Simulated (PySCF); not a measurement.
**Which determinant of LiHg lies lowest?**

Unrestricted PBE0; PySCF, scalar-relativistic core potentials, basis sets Li def2-TZVP, Hg def2-TZVP with ECP60. Outer shells of the fragments: Li 2s1; Hg 5d10 6s2.

Followed along the bond (rough minima from three points):

```
2Ms+1   unpaired  ⟨S²⟩ at the start  R at minimum (Å)  Te (eV)
    2        σ ↑               0.75              3.04     0.00
    4  σ ↑↑, π ↑               3.75              2.95     4.79
    2        π ↑               0.75  none in the scan   ≤ 1.02
```

Solutions found at the starting distance of 2.660 Å, counted from the lowest of them; the search is not exhaustive and high or unbound solutions are not listed, so other states can lie among these:

```tsv
2Ms+1	unpaired	term	E (eV)	⟨S²⟩	⟨Lz²⟩	μ (D)
2	σ ↑	²Σ⁺	0.00	0.75	0.00	-0.11
2	π ↑	²Π	1.03	0.75	1.00	-3.08
4	σ ↑↑, π ↑	⁴Π	4.79	3.75	1.01	-2.51
2	σ ↑↑, π ↓	mixed	5.56	1.75	1.00	-2.62
4	σ ↑↑↑	⁴Σ⁺	5.62	3.75	0.00	4.86
4	σ ↑, π ↑↑	⁴Σ⁻	5.73	3.75	0.00	-3.45
```

A term symbol is given only where ⟨S²⟩ and ⟨Lz²⟩ are close to those of a pure state; real π, δ and φ orbitals otherwise mix terms. A positive dipole means Li(−)Hg(+).

Spin–orbit coupling is left out. Counting both spins, an empty level lies below a filled one in some of these solutions, because spin and occupation are held.
